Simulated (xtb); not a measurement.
H4BO3 (SMILES OB(O)[OH2+]), charge +1, singlet, from a rough starting geometry; GFN2-xTB (xtb).

The xtb input:
```
$ xtb mol.xyz --gfn 2 --chrg 1 --opt vtight --json

# file mol.xyz
8

O      1.12408527    -0.93744071    -0.19589989
B      0.29435474     0.03416829    -0.01742579
O      0.54197995     1.35549904    -0.00998425
O     -1.09686583    -0.42164676     0.27026142
H      2.05342569    -0.86900965    -0.39402191
H     -0.03777577     2.12796817     0.35465826
H     -1.16741484    -1.39388544     0.14785247
H     -1.83036283     0.05011283    -0.05943834
```

It wrote (shortened):

```
   ID    Z sym.   atoms
    1    8 O      1, 3, 4
    2    5 B      2
    3    1 H      5-8

           -------------------------------------------------
          |                Calculation Setup                |
           -------------------------------------------------

           -------------------------------------------------
          |                 G F N 2 - x T B                 |
           -------------------------------------------------

          ...................................................
          :                      SETUP                      :
          :.................................................:
          :  # basis functions                  20          :
          :  # atomic orbitals                  20          :
          :  # shells                           12          :
          :  # electrons                        24          :
          :  max. iterations                   250          :
          :  Hamiltonian                  GFN2-xTB          :
          :  restarted?                      false          :
          :  GBSA solvation                  false          :
          :  PC potential                    false          :
          :  electronic temp.          300.0000000     K    :
          :  accuracy                    1.0000000          :
          :  -> integral cutoff          0.2500000E+02      :
          :  -> integral neglect         0.1000000E-07      :
          :  -> SCF convergence          0.1000000E-05 Eh   :
          :  -> wf. convergence          0.1000000E-03 e    :
          :  Broyden damping             0.4000000          :
          :  net charge                          1          :
          :  unpaired electrons                  0          :
          ...................................................

 iter      E             dE          RMSdq      gap      omega  full diag
   1    -15.1524315 -0.151524E+02  0.774E+00    9.53       0.0  T
   2    -15.2140555 -0.616240E-01  0.452E+00    7.98       1.0  T
   3    -15.2220112 -0.795576E-02  0.117E+00    8.27       1.0  T
   4    -15.2224317 -0.420490E-03  0.488E-01    8.13       1.0  T
   5    -15.2225259 -0.941587E-04  0.231E-01    8.36       1.0  T
   6    -15.2228304 -0.304519E-03  0.690E-02    8.22       1.0  T
   7    -15.2228603 -0.298851E-04  0.328E-02    8.27       1.1  T
   8    -15.2228688 -0.851032E-05  0.100E-02    8.26       3.5  T
   9    -15.2228697 -0.917032E-06  0.108E-03    8.25      32.8  T
[...]
 * total energy  :   -15.1253993 Eh     change       -0.1357997E-02 Eh
 * total energy  :   -15.1256459 Eh     change       -0.2466238E-03 Eh
 * total energy  :   -15.1257744 Eh     change       -0.1284383E-03 Eh
 * total energy  :   -15.1258134 Eh     change       -0.3905167E-04 Eh
 * total energy  :   -15.1258405 Eh     change       -0.2711342E-04 Eh
 * total energy  :   -15.1258470 Eh     change       -0.6439958E-05 Eh
 * total energy  :   -15.1258527 Eh     change       -0.5765402E-05 Eh
 * total energy  :   -15.1258583 Eh     change       -0.5608957E-05 Eh
 * total energy  :   -15.1258625 Eh     change       -0.4117697E-05 Eh
 * total energy  :   -15.1258652 Eh     change       -0.2738425E-05 Eh
 * total energy  :   -15.1258657 Eh     change       -0.4774108E-06 Eh
 * total energy  :   -15.1258657 Eh     change       -0.6129825E-07 Eh
   *** GEOMETRY OPTIMIZATION CONVERGED AFTER 14 ITERATIONS ***
         :: total energy             -15.125865740962 Eh    ::
[...]

     #   Z          covCN         q      C6AA      α(0)
     1   8 O        1.594    -0.388    20.649     6.132
     2   5 B        2.340     0.534    20.488     8.684
     3   8 O        1.594    -0.378    20.455     6.104
     4   8 O        2.370    -0.339    19.658     5.988
     5   1 H        0.805     0.384     0.516     1.128
     6   1 H        0.806     0.378     0.527     1.140
     7   1 H        0.804     0.410     0.466     1.073
     8   1 H        0.804     0.399     0.487     1.096

 Mol. C6AA /au·bohr⁶  :        427.521994
 Mol. C8AA /au·bohr⁸  :       9622.626553
 Mol. α(0) /au        :         31.345298

Wiberg/Mayer (AO) data.
largest (>0.10) Wiberg bond orders for each atom

 ---------------------------------------------------------------------------
     #   Z sym  total        # sym  WBO       # sym  WBO       # sym  WBO
 ---------------------------------------------------------------------------
     1   8 O    2.291 --     2 B    1.324     5 H    0.830
     2   5 B    3.378 --     3 O    1.349     1 O    1.324     4 O    0.684
     3   8 O    2.321 --     2 B    1.349     6 H    0.832
     4   8 O    2.410 --     8 H    0.826     7 H    0.820     2 B    0.684
     5   1 H    0.853 --     1 O    0.830
     6   1 H    0.857 --     3 O    0.832
     7   1 H    0.832 --     4 O    0.820
     8   1 H    0.841 --     4 O    0.826
 ---------------------------------------------------------------------------

Topologies differ in total number of bonds
Writing topology from bond orders to xtbtopo.mol

molecular dipole:
                 x           y           z       tot (Debye)
 q only:       -0.997      -0.122      -0.032
   full:       -1.307      -0.100      -0.075       3.337
molecular quadrupole (traceless):
                xx          xy          yy          xz          yz          zz
 q only:        6.220      -0.282       1.066      -0.570       0.938      -7.286
  q+dip:        6.914      -0.803       0.866      -0.174       1.124      -7.780
   full:        7.162      -0.719       0.390      -0.082       1.016      -7.552

optimized geometry written to: xtbopt.xyz

           -------------------------------------------------
          | TOTAL ENERGY              -15.125865740962 Eh   |
          | GRADIENT NORM               0.000110193802 Eh/α |
          | HOMO-LUMO GAP               8.537792036391 eV   |
           -------------------------------------------------

normal termination of xtb
```
